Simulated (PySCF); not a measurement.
**Relaxation of singlet [PtH3]-**

All numbers come from PBE0/[Pt def2-TZVPD with ECP60, H def2-TZVPD], scalar-relativistic core potentials, density fitting, no spin–orbit coupling, PySCF. A (50,194) grid was used.

A start at or just off a symmetric point, pushed along the force that breaks its symmetry, of Cs symmetry, free to break it:

Coordinates in bohr (charge -1 multiplicity 1):
```
Pt    0.0019    0.0000   -0.0134
H     2.9245    0.0000    0.8418
H    -1.6484    2.4366    0.8735
H    -1.6484   -2.4366    0.8735
```

Problem. What does it relax to?

Solution. It ends at C2v with H–H 1.039 Å, Pt–H 1.618 Å (×2), Pt–H 1.661 Å; H–H–Pt 71.3° (×2), H–Pt–H 37.4°, H–Pt–H 161.3° (×2) (after a last refinement on a finer grid). A frequency run shows a minimum. Other isomers or separated fragments may lie lower.

Problem. How much energy is released, and in how many steps?

Solution. 158.5 kJ/mol in 15 steps.

No spin–orbit coupling is included, which matters more the heavier the element.

The relaxation took 21 s on 2 threads of a shared Intel Xeon 6975P-C (Granite Rapids) host, with 70 basis functions and 18 gradients; the process peaked at 0.49 GiB. Launch command: `OMP_NUM_THREADS=2 python axn.py task.json out`.
